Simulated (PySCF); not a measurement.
C₃H₂ClNSe.
Bonds: Cl1–C2, C2–C3 (aromatic), C3–C4 (aromatic), C4–N5 (aromatic), N5–Se6 (aromatic), C2–Se6 (aromatic). Hydrogens: H7 on C3; H8 on C4.

Level of theory: PBE0-D3(BJ)/def2-SVP geometry optimisation, gas phase (PySCF).

(1) What internal coordinates does the optimisation give?

Answers

(1) 
```
  bond  length (Å)     order
Cl1–C2       1.706    single
 C2–C3       1.368  aromatic
 C3–C4       1.428  aromatic
 C4–N5       1.307  aromatic
N5–Se6       1.805  aromatic
C2–Se6       1.862  aromatic
 C3–H7       1.090    single
 C4–H8       1.097    single
```

Orders are formal, as drawn. A selection of angles:
```
     angle  degrees
 Cl1–C2–C3    126.8
Cl1–C2–Se6    123.7
 C3–C2–Se6    109.6
  C2–C3–C4    111.6
  C2–C3–H7    123.7
  C4–C3–H7    124.7
  C3–C4–N5    119.9
  C3–C4–H8    122.5
  N5–C4–H8    117.6
 C4–N5–Se6    109.2
 C2–Se6–N5     89.7
```

The 6 heavy atoms lie in one plane (0.000 Å rms). The C–C distances run from 1.368 Å (C2–C3, aromatic) to 1.428 Å (C3–C4, aromatic), a spread of 0.060 Å. The 5-membered ring C2–C3–C4–N5–Se6 has internal angles of 89.7° to 119.9° (sum 540°, against 540° for a flat polygon); it is planar, 0.00 Å rms from its mean plane, widest ring torsion 0°.

Point group: Cs (every atom within 0.08 Å of its image). Whether it is a minimum is left open (no frequencies).
